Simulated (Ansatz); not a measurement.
Molecule: H₃B₂O (charge 0, doublet). SMILES: [BH]OB
Geometry: optimised at B3LYP-D3(BJ)/def2-TZVP (Ansatz, a quantum-chemistry and plane-wave program).

Wanted: atomisation energy, in kcal/mol. Conventions: frozen cores in correlated levels; atomisation electronic, to ground-state atoms; no dispersion term unless named; six Cartesian d functions in 6-31G* and its kin unless marked 5d; UHF or UKS for open shells; non-relativistic; spin-orbit terms left out. CBS(X,Y): correlation extrapolated as X^-3; Hartree-Fock from the larger set. The bracket is a focal-point correction in the basis named. Ab initio and DFT rows: single points at B3LYP-D3(BJ) geometries (Ansatz).

```tsv
species	coefficient	E at B3LYP/6-31G* (Ansatz), Eh	E at wB97M-V/def2-TZVPD (Ansatz), Eh
[BH]OB	-1	-126.71861	-126.69722
B atom	+2	-24.65435	-24.64968
H atom	+3	-0.50027	-0.49411
O atom	+1	-75.06062	-75.07806
```

Coupled cluster (Ansatz) is a level with limits of its own, used here on species with T1 under 0.025 (0.045 for open shells) and stable references: RI-MP2/CBS(aug-cc-pVTZ,aug-cc-pVQZ)+[CCSD(T)-MP2]/aug-cc-pVTZ. Value to compare with, RI-MP2/CBS(aug-cc-pVTZ,aug-cc-pVQZ)+[CCSD(T)-MP2]/aug-cc-pVTZ (Ansatz): 519.7 kcal/mol. 1 Eh = 627.5095 kcal/mol.

Task: Compute it at each level from the table, and compare with RI-MP2/CBS(aug-cc-pVTZ,aug-cc-pVQZ)+[CCSD(T)-MP2]/aug-cc-pVTZ (Ansatz).

Result: 
- B3LYP/6-31G*: the sum of coefficient times E is 0.84848 Eh, or 532.43 kcal/mol. Result: 532.4 kcal/mol. Its difference against RI-MP2/CBS(aug-cc-pVTZ,aug-cc-pVQZ)+[CCSD(T)-MP2]/aug-cc-pVTZ (Ansatz) is 12.7 kcal/mol.
- wB97M-V/def2-TZVPD: the sum of coefficient times E is 0.83747 Eh, or 525.52 kcal/mol. Result: 525.5 kcal/mol. Its difference against RI-MP2/CBS(aug-cc-pVTZ,aug-cc-pVQZ)+[CCSD(T)-MP2]/aug-cc-pVTZ (Ansatz) is 5.8 kcal/mol.
